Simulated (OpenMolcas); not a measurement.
**Bi: thermal populations, worked from levels**

- Program: OpenMolcas 26.06
- Basis: ANO-R3 [9s8p6d3f2g1h]
- Scalar Hamiltonian: X2C, finite nucleus
- Active space: 3 electrons in 9 orbitals (RAS2 6p; RAS3 6d 7s, at most 1 electron)
- State averaging: 2S+1 = 4 odd, 1 root; 2S+1 = 2 odd, 8 roots; 2S+1 = 4 even, 3 roots; 2S+1 = 2 even, 8 roots
- Spin-orbit coupling: state interaction with AMFI integrals over the reference wave functions, term energies averaged over their components

Methods: RASSCF; SS-RASPT2, IPEA 0.25 Eh, imaginary shift 0.1 Eh (closed shells correlated: 5d 6s). Measured levels: NIST Handbook of Basic Atomic Spectroscopic Data.

**Thermal populations.** Z = Σ (2J + 1) exp(-E/kT) with k = 0.695035 cm-1/K, over the levels below. No other level of either list lies under 31500 cm-1, which is above 7 kT at each temperature.

```csv
Level,2J + 1,SS-RASPT2,measured
6s² 6p³ ⁴S°_3/2,4,0.0,0.0
6s² 6p³ ²D°_3/2 [70 %],4,11100,11419
6s² 6p³ ²D°_5/2,6,15010,15438
6s² 6p³ ²P°_1/2,2,23480,21661
```

```tsv
T (K)	Z, SS-RASPT2	Z, measured levels	Ground level (%), SS-RASPT2	Ground level (%), measured levels
5000	4.246	4.224	94.2	94.7
```

At 5000 K, kT = 3475 cm-1, and the computed levels give Z = 4.000 + 0.164 + 0.080 + 0.002 = 4.246.

CASPT2 breaks the degeneracy within a term, and the mean is taken; among the terms shown or strongly mixed into the levels shown the widest spread is 110 cm-1 (6s² 6p³ ²D°, SS-RASPT2). Spin-orbit splittings of 6p shells tend to come out small when the coupling is added on scalar orbitals. With the s shell closed, the reference lacks s² → p² mixing. No level of 6s² 6p² 6d was computed, though it lies in the active space. Computed and measured levels are paired by configuration, term and J; levels that our copy of the source lacks, or whose pairing is in doubt (as where it misses far off the trend of its configuration), stay unpaired and out of the deviations. Where the source uses jj or jK labels, the order within each J decides. Only configurations of the active space appear.

A share in square brackets marks a mixed level and gives the weight of the term that names it, the lowest over the columns. ° marks odd parity.
